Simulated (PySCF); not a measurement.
Computed properties of O2W, SMILES [O]=[W]=[O], multiplicity 1

O2W, SMILES [O]=[W]=[O], multiplicity 1. Geometry: PBE0-D3(BJ)/def2-TZVP. The spin state was assumed, not searched. The def2 effective core potentials stand for the cores of W; spin–orbit coupling is left out. One conformer was computed; it need not be the lowest. All values are computed for the isolated molecule unless a solvent is named; none is compared with measurement here.

**Structure.** The optimised structure has C2v symmetry. All 3 harmonic modes at PBE0-D3(BJ)/def2-TZVP (PySCF) are real, so it is a minimum. With heavy atoms numbered as in [W:1](=[O:2])=[O:3], the shortest bond between them is W1–O2 at 1.677 Å and the longest W1–O3 at 1.677 Å.

**Vibrations.** The strongest infrared lines (harmonic, unscaled, degenerate partners summed) lie at 1045 cm⁻¹ (155 km/mol, O 90 %, W 10 %), 1104 cm⁻¹ (63 km/mol, O 93 %), 381 cm⁻¹ (2 km/mol, O 92 %). The softest mode is at 381 cm⁻¹ and the zero-point energy is 3.6 kcal/mol.

**Electronic structure.** ωB97X/def2-TZVPD (PySCF) places the frontier levels at -8.89 and -1.41 eV, a gap of 7.48 eV, and gives a dipole moment of 3.54 D and a mean polarisability of 60.8 bohr³. PBE/def2-TZVPD (PySCF) at the same geometry gives -5.58 and -4.45 eV, so its gap is 6.35 eV narrower. An orbital gap is neither the optical nor the fundamental gap.

**Excitations.** TDDFT-ωB97X/def2-TZVPD (PySCF) has S1 at 1.36 eV (912 nm, f = 0.012, weak); the most intense of the 10 singlets computed lies at 5.02 eV (f = 0.13). T1 (TDA) is at 0.31 eV. TDDFT-PBE/def2-TZVPD (PySCF) puts S1 at 1.64 eV.
